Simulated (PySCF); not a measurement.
H4O2SiZn, SMILES [OH][Zn][O][SiH3].

Coordinates come from a PBE0-D3(BJ)/def2-SVP optimisation. The structure was generated by enumeration; whether it is a known compound was not checked. Other conformers were not sampled.

All values below come from TDDFT-B3LYP/def2-SVPD (PySCF 2.14.0).

Vertical excitations. Isolated molecule, no solvent.

Question: List the lowest excited states. (An estimate is asked for; the answer gives what the named calculation found.)

Answer: 
```csv
state,energy (eV),λ (nm),f,main pairs
S1,5.31,233,0.012,"HOMO→LUMO 66 %, HOMO−1→LUMO 21 %, HOMO−2→LUMO 11 %"
S2,5.43,228,0.005,"HOMO−1→LUMO 64 %, HOMO→LUMO 29 %"
S3,5.83,213,0.031,HOMO−2→LUMO 83 %
S4,6.57,189,0.067,HOMO−3→LUMO 82 %
S5,6.84,181,0.002,"HOMO→LUMO+1 76 %, HOMO−1→LUMO+1 15 %"
S6,6.95,178,0.002,"HOMO−1→LUMO+1 53 %, HOMO→LUMO+2 26 %, HOMO→LUMO+1 14 %"
S7,7.10,175,0.016,"HOMO−1→LUMO+2 46 %, HOMO→LUMO+2 41 %"
S8,7.26,171,0.021,"HOMO−2→LUMO+1 30 %, HOMO−1→LUMO+2 20 %, HOMO−1→LUMO+1 19 %, HOMO→LUMO+2 15 %"
S9,7.32,169,0.018,"HOMO−2→LUMO+1 51 %, HOMO−1→LUMO+2 23 %, HOMO−2→LUMO+2 9 %, HOMO→LUMO+2 9 %"
S10,7.44,167,0.011,"HOMO−4→LUMO 70 %, HOMO→LUMO+3 15 %"
T1,4.97,249,0,"HOMO→LUMO 44 %, HOMO−1→LUMO 34 %, HOMO−2→LUMO 19 %"
T2,5.17,240,0,"HOMO→LUMO 48 %, HOMO−1→LUMO 42 %"
T3,5.46,227,0,"HOMO−2→LUMO 71 %, HOMO−1→LUMO 19 %"
T4,5.82,213,0,HOMO−3→LUMO 93 %
```
Triplets are in the Tamm–Dancoff approximation, which puts them higher than full response would, so one can lie above its singlet here.
